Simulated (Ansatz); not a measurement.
Calculated with Ansatz (gas phase, PBE0-D4/def2-TZVP geometries, no zero-point term in ΔE). CCSD(T)/CBS is the MP2 limit (def2-TZVPP, def2-QZVPP) plus CCSD(T) − MP2 in def2-TZVPP, frozen cores. DFT in def2-TZVPP. B3LYP here is the variant with VWN-RPA as its local correlation; programs differ in this. Open shells (•) are unrestricted, without spin–orbit coupling. def2 core potentials past Kr. For In outer-core shells are correlated without core-valence functions, which leaves a few kJ/mol of doubt a bond. One conformer a species, not always the lowest.

Reaction (isomerisation): `C[CH2][In][NH2]`• → `C[N](C)[InH]`•

`C[CH2][In][NH2]`•:

Z-matrix (Å, degrees):
```
C
C 1 1.517
H 1 1.093 2 112.0
H 1 1.097 2 111.3 3 119.6
H 1 1.093 2 112.0 3 -120.6
In 2 2.229 1 110.6 3 61.7
H 2 1.091 1 112.8 3 -57.8
H 2 1.092 1 112.6 3 179.8
N 6 2.049 2 111.7 1 9.2
H 9 1.009 6 121.8 2 -171.0
H 9 1.011 6 121.2 2 -24.1
```

`C[N](C)[InH]`•:

```xyz
11

C     0.196    1.048   -0.475
N     0.107   -0.229    0.181
C    -1.134   -0.904   -0.080
In    1.611   -0.959    1.345
H     1.149    1.537   -0.259
H     0.114    0.952   -1.570
H    -0.607    1.730   -0.153
H    -1.280   -1.091   -1.156
H    -1.171   -1.869    0.431
H    -2.000   -0.314    0.260
H     3.015    0.098    1.476
```

Problem. Is it downhill or uphill in electronic energy at CCSD(T)/CBS, and by how much? (Estimate.)

Solution. Ansatz gave: Uphill: ΔE = +21.3 kcal/mol.

Problem. What do these levels give: PBE-D4, PBE0-D4, B3LYP-D4, r2SCAN, B3LYP, MP2/def2-TZVPP, SCS-MP2/def2-TZVPP, CCSD/def2-TZVPP, HF/def2-QZVPP, MP2/def2-QZVPP, HF/CBS(def2), MP2/CBS(def2)? (Best estimate.)

Solution. Ansatz gave: PBE-D4 19.3, PBE0-D4 19.1, B3LYP-D4 19.3, r2SCAN 19.7, B3LYP 20.0, MP2/def2-TZVPP 21.1, SCS-MP2/def2-TZVPP 19.9, CCSD/def2-TZVPP 19.6, HF/def2-QZVPP 17.5, MP2/def2-QZVPP 22.1, HF/CBS(def2) 17.6, MP2/CBS(def2) 22.8 kcal/mol.

Largest T1 diagnostic among the species: 0.019.

In def2-TZVPP, CCSD(T) changes the Hartree–Fock value by +2.1 kcal/mol (the triples alone add −0.0 kcal/mol) and MP2 by +3.6 kcal/mol.
